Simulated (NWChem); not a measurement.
The numbers come from NWChem runs, not from measurements. System: H4GeS, charge 0, spin multiplicity 1, at a geometry optimised with PBE/def2-SVP. The structure started from a generated list of species. Level: PBE/pcseg-1.

NWChem printed:

```
             Northwest Computational Chemistry Package (NWChem) 7.3.0
             --------------------------------------------------------

                                NWChem Input Module
                                -------------------

 Scaling coordinates for geometry "geometry" by  1.889725989
 (inverse scale =  0.529177249)

                             Geometry "geometry" -> ""
                             -------------------------

 Output coordinates in angstroms (scale by  1.889725989 to convert to a.u.)

  No.       Tag          Charge          X              Y              Z
 ---- ---------------- ---------- -------------- -------------- --------------
    1 Ge                  32.0000    -0.66749000     0.21195600     0.10684300
    2 S                   16.0000     1.42386400    -0.52335800    -0.26771700
    3 H                    1.0000    -0.90809700     1.58249800    -0.58029000
    4 H                    1.0000    -1.57622000    -0.87027400    -0.52220400
    5 H                    1.0000    -0.95196600     0.33554500     1.62747300
    6 H                    1.0000     2.01413500     0.54335700     0.33950600

 Effective nuclear repulsion energy (a.u.)     174.9816866482

            Nuclear Dipole moment (a.u.)
            ----------------------------
        X                 Y               Z
 ---------------- ---------------- ----------------
    -0.0000075589    -0.0000188973    -0.0000207870


 Summary of "ao basis" -> "" (spherical)
 ------------------------------------------------------------------------------
       Tag                 Description            Shells   Functions and Types
 ---------------- ------------------------------  ------  ---------------------
 *                          pcseg-1                   on all atoms

  pbe96 is a nonlocal functional; adding pw91lda local functional.

                                 NWChem DFT Module
                                 -----------------

 Summary of "ao basis" -> "ao basis" (spherical)
 ------------------------------------------------------------------------------
       Tag                 Description            Shells   Functions and Types
 ---------------- ------------------------------  ------  ---------------------
 Ge                         pcseg-1                 11       27   5s4p2d
 S                          pcseg-1                  8       18   4s3p1d
 H                          pcseg-1                  3        5   2s1p

 Summary of "ao basis" -> "ao basis" (spherical)
 ------------------------------------------------------------------------------
       Tag                 Description            Shells   Functions and Types
 ---------------- ------------------------------  ------  ---------------------
 Ge                         pcseg-1                 11       27   5s4p2d
 S                          pcseg-1                  8       18   4s3p1d
 H                          pcseg-1                  3        5   2s1p

            General Information
            -------------------
          SCF calculation type: DFT
          Wavefunction type:  closed shell.
          No. of atoms     :     6
          No. of electrons :    52
           Alpha electrons :    26
            Beta electrons :    26
          Charge           :     0
          Spin multiplicity:     1
          Use of symmetry is: off; symmetry adaption is: off
          Maximum number of iterations: 100
          AO basis - number of functions:    65
                     number of shells:    31
          Convergence on energy requested:  1.00D-06
          Convergence on density requested:  1.00D-05
          Convergence on gradient requested:  5.00D-04

              XC Information
              --------------
          PerdewBurkeErnzerhof Exchange Functional  1.000
            Perdew 1991 LDA Correlation Functional  1.000 local
           PerdewBurkeErnz. Correlation Functional  1.000 non-local

             Grid Information
             ----------------
          Grid used for XC integration:  medium
          Radial quadrature: Mura-Knowles
          Angular quadrature: Lebedev.
          Tag              B.-S. Rad. Rad. Pts. Rad. Cut. Ang. Pts.
[...]
          dE  on:    start            ASAP                start
          dE off:    2 iters        100 iters           100 iters

      Screening Tolerance Information
      -------------------------------
          Density screening/tol_rho:  1.00D-10
          AO Gaussian exp screening on grid/accAOfunc:  14
          CD Gaussian exp screening on grid/accCDfunc:  20
          XC Gaussian exp screening on grid/accXCfunc:  20
          Schwarz screening/accCoul:  1.00D-08

      Superposition of Atomic Density Guess
      -------------------------------------

 Sum of atomic energies:       -2474.47282275

      Non-variational initial energy
      ------------------------------

 Total energy =   -2474.978400
 1-e energy   =   -3794.335851
 2-e energy   =    1144.375765
 HOMO         =      -0.311162
 LUMO         =       0.042876

------------------------------------------------------------
EAF file 0: "./mol.aoints.0" size=524288 bytes
------------------------------------------------------------
               write      read    awrite     aread      wait
               -----      ----    ------     -----      ----
     calls:        1         0         0         0         0
   data(b): 5.24e+05  0.00e+00  0.00e+00  0.00e+00
   time(s): 0.00e+00  0.00e+00  0.00e+00  0.00e+00  0.00e+00
rate(mb/s): 0.00e+00  0.00e+00
------------------------------------------------------------

   convergence    iter        energy       DeltaE   RMS-Dens  Diis-err    time
 ---------------- ----- ----------------- --------- --------- ---------  ------
 d= 0,ls=0.0,diis     1  -2476.8342415542 -2.65D+03  1.58D-02  2.96D-01     1.4
 d= 0,ls=0.0,diis     2  -2476.8358067778 -1.57D-03  1.13D-02  1.84D-01     1.6
 d= 0,ls=0.0,diis     3  -2476.8625687949 -2.68D-02  4.31D-03  5.28D-02     1.8
 d= 0,ls=0.0,diis     4  -2476.8719174997 -9.35D-03  7.64D-04  1.25D-03     2.0
 d= 0,ls=0.0,diis     5  -2476.8721265059 -2.09D-04  1.95D-04  1.16D-04     2.1
  Resetting Diis
 d= 0,ls=0.0,diis     6  -2476.8721476226 -2.11D-05  2.82D-05  1.77D-06     2.3
 d= 0,ls=0.0,diis     7  -2476.8721479682 -3.46D-07  1.68D-05  1.53D-07     2.5
 d= 0,ls=0.0,diis     8  -2476.8721479473  2.09D-08  9.74D-06  2.72D-07     2.7

         Total DFT energy =    -2476.872147947282
      One electron energy =    -3795.509073821043
           Coulomb energy =     1249.318264136916
    Exchange-Corr. energy =     -105.663024911306
 Nuclear repulsion energy =      174.981686648150

 Numeric. integr. density =       52.000035619152

     Total iterative time =      2.2s

                       DFT Final Molecular Orbital Analysis
                       ------------------------------------

 Vector   24  Occ=2.000000D+00  E=-3.154094D-01
              MO Center= -8.2D-01, -2.7D-01, -1.7D-01, r^2= 2.8D+00
   Bfn.  Coefficient  Atom+Function         Bfn.  Coefficient  Atom+Function
  ----- ------------  ---------------      ----- ------------  ---------------
    51      0.401252  4 H  s                 35      0.244229  2 S  px
    13     -0.212930  1 Ge py                12     -0.211547  1 Ge px
    16     -0.166536  1 Ge py                15     -0.162859  1 Ge px
    52      0.158196  4 H  s                 10      0.132613  1 Ge py
     9      0.128478  1 Ge px                61      0.128502  6 H  s

 Vector   25  Occ=2.000000D+00  E=-2.942407D-01
              MO Center=  8.5D-01, -2.6D-01, -1.3D-01, r^2= 3.2D+00
   Bfn.  Coefficient  Atom+Function         Bfn.  Coefficient  Atom+Function
  ----- ------------  ---------------      ----- ------------  ---------------
    35      0.404775  2 S  px                36     -0.370711  2 S  py
    31      0.230209  2 S  s                 12     -0.206759  1 Ge px
    37     -0.200545  2 S  pz                30      0.193853  2 S  s
    15     -0.152043  1 Ge px                32     -0.152786  2 S  px
    46      0.147870  3 H  s                 56      0.146651  5 H  s

 Vector   26  Occ=2.000000D+00  E=-2.249083D-01
              MO Center=  1.2D+00, -3.8D-01, -1.9D-01, r^2= 2.3D+00
   Bfn.  Coefficient  Atom+Function         Bfn.  Coefficient  Atom+Function
  ----- ------------  ---------------      ----- ------------  ---------------
    37      0.625264  2 S  pz                36     -0.349975  2 S  py
    40      0.320303  2 S  pz                34     -0.232511  2 S  pz
    39     -0.179292  2 S  py                33      0.130142  2 S  py
    46      0.123603  3 H  s                 56     -0.124162  5 H  s
    57     -0.096433  5 H  s                 47      0.095932  3 H  s

 Vector   27  Occ=0.000000D+00  E=-3.997560D-02
              MO Center=  9.9D-02,  5.3D-02,  3.2D-02, r^2= 4.9D+00
   Bfn.  Coefficient  Atom+Function         Bfn.  Coefficient  Atom+Function
  ----- ------------  ---------------      ----- ------------  ---------------
     5      1.151281  1 Ge s                 15      0.783082  1 Ge px
    38      0.713812  2 S  px                31     -0.573744  2 S  s
     4      0.454629  1 Ge s                 35      0.431829  2 S  px
    47     -0.364289  3 H  s                 57     -0.364165  5 H  s
     3     -0.331428  1 Ge s                 12      0.274109  1 Ge px

 Vector   28  Occ=0.000000D+00  E=-2.123214D-02
              MO Center=  9.8D-01,  1.7D-01,  1.1D-01, r^2= 5.1D+00
   Bfn.  Coefficient  Atom+Function         Bfn.  Coefficient  Atom+Function
  ----- ------------  ---------------      ----- ------------  ---------------
    62      1.301467  6 H  s                 31     -0.840529  2 S  s
     5     -0.644593  1 Ge s                 39     -0.601780  2 S  py
    15      0.455366  1 Ge px                52      0.425340  4 H  s
    47      0.413606  3 H  s                 57      0.408297  5 H  s
    40     -0.343390  2 S  pz                38     -0.328801  2 S  px

 Vector   29  Occ=0.000000D+00  E= 1.317194D-02
              MO Center= -5.3D-01,  7.2D-03, -1.7D-03, r^2= 5.4D+00
   Bfn.  Coefficient  Atom+Function         Bfn.  Coefficient  Atom+Function
  ----- ------------  ---------------      ----- ------------  ---------------
    52     -1.348734  4 H  s                  5      1.283553  1 Ge s
    15     -0.821200  1 Ge px                62      0.778497  6 H  s
    57     -0.508891  5 H  s                 47     -0.495024  3 H  s
    31     -0.398657  2 S  s                  4      0.393455  1 Ge s
    16     -0.347535  1 Ge py                 3     -0.275461  1 Ge s

 center of mass
 --------------
 x =  -0.09027901 y =   0.00926472 z =   0.00360703

 moments of inertia (a.u.)
 ------------------
          79.665211899980         119.783134467611          60.568757028197
         119.783134467611         401.301392452112         -22.931505075657
          60.568757028197         -22.931505075657         434.294743239400

     Multipole analysis of the density
     ---------------------------------

     L   x y z        total         alpha         beta         nuclear
     -   - - -        -----         -----         ----         -------
     0   0 0 0     -0.000000    -26.000000    -26.000000     52.000000

     1   1 0 0     -0.268089     -0.134041     -0.134041     -0.000008
     1   0 1 0      0.437736      0.218878      0.218878     -0.000019
     1   0 0 1      0.240167      0.120094      0.120094     -0.000021

     2   2 0 0    -24.338285   -110.315704   -110.315704    196.293122
     2   1 1 0      1.675194     28.943148     28.943148    -56.211101
     2   1 0 1      0.973197     14.586292     14.586292    -28.199388
     2   0 2 0    -25.239506    -29.563690    -29.563690     33.887874
     2   0 1 1      0.639410     -5.453238     -5.453238     11.545887
     2   0 0 2    -25.954813    -21.700477    -21.700477     17.446142

 Task  times  cpu:        2.7s     wall:        2.7s

 Total times  cpu:        2.7s     wall:        2.7s
```

**Question.** Write an NWChem input that would produce this output.

**Answer.** Several could match; the one computed here: 
```
start mol
memory heap 200 mb stack 900 mb global 1100 mb
geometry units angstroms nocenter noautoz noautosym
  Ge    -0.667490     0.211956     0.106843
  S      1.423864    -0.523358    -0.267717
  H     -0.908097     1.582498    -0.580290
  H     -1.576220    -0.870274    -0.522204
  H     -0.951966     0.335545     1.627473
  H      2.014135     0.543357     0.339506
end
basis spherical
  * library pcseg-1
end
dft
  xc xpbe96 cpbe96
  semidirect memsize 60000000 filesize 0
  iterations 100
end
task dft energy
```
